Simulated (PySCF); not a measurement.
BH₆N, charge +1, multiplicity 2. Atoms are numbered in the order given.

```xyz
8

B      0.1381    -0.8299     0.0000
N     -0.0256     0.7163     0.0000
H      1.2189    -1.2862     0.0000
H     -0.8059    -1.4425    -0.5898
H     -0.8059    -1.4425     0.5898
H      0.4370     1.1282     0.8177
H     -0.9925     1.0498     0.0000
H      0.4370     1.1282    -0.8177
```
Charge +1, spin multiplicity 2.

Coordinates come from a B3LYP-D3(BJ)/def2-TZVP optimisation. The multiplicity is an assumed one; other spin states were not compared.

Method: B3LYP/def2-TZVPD in PySCF.

Mulliken values depend strongly on the basis, most of all with diffuse functions as here. Atomic charges (e):

```json
[
 {"atom": "B1", "Mulliken": "-0.06", "meta-Löwdin": "[?]", "Mulliken spin": "0.51"},
 {"atom": "N2", "Mulliken": "-0.39", "meta-Löwdin": "[?]", "Mulliken spin": "-0.01"},
 {"atom": "H3", "Mulliken": "0.05", "meta-Löwdin": "[?]", "Mulliken spin": "-0.01"},
 {"atom": "H4", "Mulliken": "0.19", "meta-Löwdin": "[?]", "Mulliken spin": "0.23"},
 {"atom": "H5", "Mulliken": "0.19", "meta-Löwdin": "[?]", "Mulliken spin": "0.23"},
 {"atom": "H6", "Mulliken": "0.35", "meta-Löwdin": "[?]", "Mulliken spin": "0.02"},
 {"atom": "H7", "Mulliken": "0.33", "meta-Löwdin": "[?]", "Mulliken spin": "0.00"},
 {"atom": "H8", "Mulliken": "0.35", "meta-Löwdin": "[?]", "Mulliken spin": "0.02"}
]
```

Q: What belongs in the gaps? (An estimate is asked for; the answer gives what the named calculation found.)

A: 
- B1, meta-Löwdin: -0.11
- N2, meta-Löwdin: -0.30
- H3, meta-Löwdin: 0.07
- H4, meta-Löwdin: 0.20
- H5, meta-Löwdin: 0.20
- H6, meta-Löwdin: 0.31
- H7, meta-Löwdin: 0.30
- H8, meta-Löwdin: 0.31
